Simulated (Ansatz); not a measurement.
Reaction (SMILES): Fc1cnccn1 -> Fc1ccncn1 [4-fluoropyrimidine]
Structures are relaxed separately at B3LYP-D3(BJ)/def2-TZVP in Ansatz (an electronic-structure program). Unstable Hartree-Fock reference: Fc1cnccn1, Fc1ccncn1.

Wanted: isomerisation energy (electronic energy difference), in kJ/mol. Valence correlation only, unless marked. No spin-orbit coupling. No relativistic terms. CBS(X,Y): correlation extrapolated as X^-3; Hartree-Fock from the larger set.

```json
[
 {"level": "HF/6-31G", "program": "Ansatz", "isomerisation energy (kJ/mol)": "-27.1"},
 {"level": "r2SCANh/def2-TZVPD", "program": "Ansatz", "isomerisation energy (kJ/mol)": "-27.2"},
 {"level": "B2PLYP/def2-TZVPD", "program": "Ansatz", "isomerisation energy (kJ/mol)": "-25.8"},
 {"level": "MP2/cc-pVDZ", "program": "Ansatz", "isomerisation energy (kJ/mol)": "-23.9"}
]
```

Question: Predict the CCSD(T)/CBS(aug-cc-pVTZ,aug-cc-pVQZ) result (Ansatz).

Answer: -27.7 kJ/mol
